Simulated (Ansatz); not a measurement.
AlH₂SF₃⁺, that is Al(H2S)F3 with one electron fewer. Total charge 1; doublet. Geometry PBE-D4/def2-SVP, that of the neutral singlet.

```xyz
7

Al    0.665   -0.673    0.412
S    -0.528    0.904   -1.124
H    -1.758    0.375   -0.855
H    -0.678    1.864   -0.165
F     0.560   -2.070   -0.503
F    -0.391   -0.527    1.706
F     2.129    0.128    0.530
```

At PBE-D4/def2-TZVP the gap within one spin of the charge 1 doublet nearly closes, so an electron or hole may be smeared out by delocalisation error.

(1) Estimate the α-spin orbital energies around the gap (eV) in Ansatz with PBE-D4/def2-TZVP, r2SCAN-D4/def2-TZVP, PBE0-D4/def2-TZVP.

Results:

(1) 
```
orbital  PBE-D4/def2-TZVP  r2SCAN-D4/def2-TZVP  PBE0-D4/def2-TZVP
 HOMO−5            -15.81               -16.19             -17.64
 HOMO−4            -15.70               -16.05             -17.46
 HOMO−3            -15.50               -15.98             -17.24
 HOMO−2            -15.45               -15.85             -17.12
 HOMO−1            -15.35               -15.74             -17.07
   HOMO            -14.97               -15.26             -16.60
   LUMO             -8.21                -8.13              -7.66
 LUMO+1             -7.28                -7.12              -6.79
 LUMO+2             -6.75                -6.19              -5.88
 LUMO+3             -4.70                -4.21              -3.88
 LUMO+4             -4.61                -4.08              -3.75
 LUMO+5             -4.50                -4.01              -3.59
 β HOMO            -14.77               -15.12             -16.42
 β LUMO            -14.71               -14.88             -14.46
```
